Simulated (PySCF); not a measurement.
# A search over the determinants of SbF⁺

Unrestricted PBE0; PySCF, scalar-relativistic core potentials, basis sets Sb def2-TZVPPD with ECP28, F def2-TZVPPD. Outer shells of the fragments: Sb+ 4d10 5s2 5p2; F 2s2 2p5.

Followed along the bond (rough minima from three points):

```
2Ms+1   unpaired  ⟨S²⟩ at the start  R at minimum (Å)  Te (eV)
    2        π ↑               0.75              1.85     0.00
    4  σ ↑, π ↑↑               3.76              2.06     4.31
```

Solutions found at the starting distance of 2.080 Å, counted from the lowest of them; the search is not exhaustive and high or unbound solutions are not listed, so other states can lie among these:

```json
{"2Ms+1": "2", "unpaired": "π ↑", "term": "²Π", "E (eV)": "0.00", "⟨S²⟩": "0.75", "⟨Lz²⟩": "1.01", "μ (D)": "-3.86"}
{"2Ms+1": "2", "unpaired": "σ ↑", "term": "²Σ⁺", "E (eV)": "2.60", "⟨S²⟩": "0.76", "⟨Lz²⟩": "0.00", "μ (D)": "-3.53"}
{"2Ms+1": "4", "unpaired": "σ ↑, π ↑↑", "term": "⁴Σ⁻", "E (eV)": "3.73", "⟨S²⟩": "3.76", "⟨Lz²⟩": "0.00", "μ (D)": "-1.40"}
{"2Ms+1": "4", "unpaired": "π ↑↑↑", "term": "⁴Π", "E (eV)": "3.89", "⟨S²⟩": "3.76", "⟨Lz²⟩": "1.00", "μ (D)": "0.90"}
{"2Ms+1": "2", "unpaired": "σ ↓, π ↑↑", "term": "mixed", "E (eV)": "4.20", "⟨S²⟩": "1.76", "⟨Lz²⟩": "0.00", "μ (D)": "-0.62"}
{"2Ms+1": "2", "unpaired": "π ↑↑↓", "term": "mixed", "E (eV)": "4.24", "⟨S²⟩": "1.76", "⟨Lz²⟩": "3.03", "μ (D)": "0.91"}
{"2Ms+1": "4", "unpaired": "σ ↑↑, π ↑", "term": "⁴Π", "E (eV)": "5.49", "⟨S²⟩": "3.75", "⟨Lz²⟩": "1.00", "μ (D)": "-0.68"}
{"2Ms+1": "4", "unpaired": "σ ↑, π ↑↑", "term": "mixed", "E (eV)": "5.55", "⟨S²⟩": "3.75", "⟨Lz²⟩": "2.01", "μ (D)": "1.11"}
{"2Ms+1": "4", "unpaired": "σ ↑, π ↑↑", "term": "mixed", "E (eV)": "5.66", "⟨S²⟩": "3.75", "⟨Lz²⟩": "2.01", "μ (D)": "1.12"}
```

A term symbol is given only where ⟨S²⟩ and ⟨Lz²⟩ are close to those of a pure state; real π, δ and φ orbitals otherwise mix terms. A positive dipole points towards F; it is taken about the centre of mass and depends on that origin.

Task: Compare the gap between the two lowest followed solutions at the starting distance with the gap between their minima.

Result: At PBE0 the second solution (quartet, unpaired electrons σ ↑, π ↑↑) lies +3.73 eV from the first (doublet, unpaired electrons π ↑) at 2.080 Å and +4.31 eV at the minima; the two curves relax by different amounts, since their minima lie near 2.06 and 1.85 Å.

Spin–orbit coupling is left out. Counting both spins, an empty level lies below a filled one in some of these solutions, because spin and occupation are held.
